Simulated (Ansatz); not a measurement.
Basis sets compared for [Cu(NH3)3F]+ (CuN3FH9⁺). Charge 1, multiplicity 2. Geometry PBE-D4/def2-SVP. Ansatz on 4 threads of Arm Neoverse V1 on a shared host; times are rough, and most runs start from earlier orbitals.

Cartesian coordinates in Å:
```
Cu 0.017 0.155 -0.260
N 1.856 1.027 0.022
H 1.985 1.698 0.793
H 1.790 1.556 -0.868
H 2.697 0.433 -0.018
N -0.074 -0.917 1.490
H -0.556 -1.823 1.387
H -0.588 -0.407 2.226
H 0.852 -1.130 1.891
N -1.800 -0.411 -1.039
H -2.668 -0.154 -0.549
H -1.907 -1.379 -1.377
H -1.688 0.207 -1.865
F 0.084 1.143 -1.833
```

No other spin state of charge 1 was run.

```csv
level,functions,energy (Eh),HOMO (eV),LUMO (eV),wall time
PBE-D4/def2-SVP,132,-1908.9172,-9.51,-8.36,2.9 s
PBE0-D4/def2-SVP,132,-1908.9384,-11.79,-6.91,3.8 s
```

Task: Estimate the rows for PBE-D4/def2-TZVP, PBE0-D4/def2-TZVP.

Result: 
| level | functions | energy (Eh) | HOMO (eV) | LUMO (eV) | wall time |
| --- | --- | --- | --- | --- | --- |
| PBE-D4/def2-TZVP | 223 | -1909.4878 | -9.78 | -8.61 | 4.6 s |
| PBE0-D4/def2-TZVP | 223 | -1909.4956 | -11.97 | -6.97 | 10 s |
